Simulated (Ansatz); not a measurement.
A nudged elastic band was laid between two geometries of CH3NOTe (7 atoms, charge 0, multiplicity 1).

These are results of RKS BHLYP-D4/def2-SVP in Ansatz 0.2.0, not measurements.

| Item | Value |
| --- | --- |
| movable images | 7 |
| climbing image | yes |
| spring | 2.0 to 10.0 eV/Å², energy-weighted |
| optimiser | quadratic models (default) |
| start path | through a guess of the saddle point |
| force threshold | 0.05 eV/Å |
| iteration limit | 60 |
| end points | relaxed |

Initial state:

```xyz
7
Properties=species:S:1:pos:R:3
N 0.543 -1.413 -0.129
C 0.131 -0.243 0.017
O 0.583 0.543 0.988
Te -1.336 0.762 -1.183
H 0.128 -1.911 -0.903
H 1.232 0.029 1.481
H -1.218 2.164 -0.318
```

Final state:

```xyz
7
Properties=species:S:1:pos:R:3
N 0.604 -1.071 0.177
C 0.119 0.179 0.305
O 0.447 0.962 1.136
Te -1.419 0.652 -1.183
H 0.382 -1.655 -0.606
H 1.336 -1.358 0.807
H -1.408 2.222 -0.681
```

Which bonds break or form, and what moves?

Bonds broken: O3–H6. Bonds formed: N1–H6.

What energy profile does the band end with?

It converged. The highest image is number 4 of 0 to 8, 1.57 eV above the first end and 2.32 eV above the last; the last end lies 0.74 eV below the first. Another band between the same ends (7 images) ends at a top of the same energy, where a vibrational analysis finds 1 clearly imaginary mode. The orbitals stay closed-shell, which can raise the energy where a bond breaks towards radicals; this wasn't checked here.

```csv
image,path coordinate (Å),energy (eV),O3–H6 (Å),N1–H6 (Å)
0,0.00,0.00,0.96,2.27
1,0.42,0.30,0.98,1.88
2,0.66,0.81,1.03,1.63
3,0.82,1.33,1.15,1.46
4,0.97,1.57,1.30,1.33
5,1.10,1.36,1.45,1.22
6,1.25,0.78,1.62,1.11
7,1.48,-0.05,1.89,1.03
8,2.15,-0.74,2.51,1.01
```

What is the geometry of the highest image?


```xyz
7
Properties=species:S:1:pos:R:3
N 0.569 -1.216 0.061
C 0.080 -0.018 0.072
O 0.674 0.651 0.966
Te -1.450 0.770 -1.158
H 0.309 -1.969 -0.554
H 1.210 -0.534 1.002
H -1.331 2.249 -0.436
```

Time of the run: 4.2 min on 2 threads of AMD EPYC 9R45 96-Core Processor (Zen 5), with other jobs on the host, peak memory 0.2 GiB.
